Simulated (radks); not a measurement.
The numbers below are computed, except where a source is named.
Charge is removed step by step from the 5s1/2 level of Lu3+, starting from [Xe] 4f14. Level of theory: Dirac Kohn-Sham, PBE, spin-unpolarised, spherical densities, point nucleus (a radial shooting solver on a logarithmic mesh with Libxc functionals).

| removed (e) | E - E(0) (eV) | eigenvalue (eV) | E minus straight line (eV) |
|---|---|---|---|
| 0 | 0.000 | -87.539 | 0.000 |
| 0.25 | 22.403 | -91.690 | -1.578 |
| 0.5 | 45.849 | -95.891 | -2.112 |
| 0.75 | 70.352 | -100.14 | -1.590 |
| 1 | 95.923 | -104.43 | 0.000 |

Removing the whole electron costs 95.923 eV by Delta-SCF, against 87.539 eV from minus the eigenvalue at the starting occupation. Slater's transition state (half an electron removed) gives 95.891 eV. Integrating minus the eigenvalue over the occupation (Janak's theorem) gives 95.923 eV. The mean slope of the eigenvalue, de/dn, is 16.9 eV per electron.
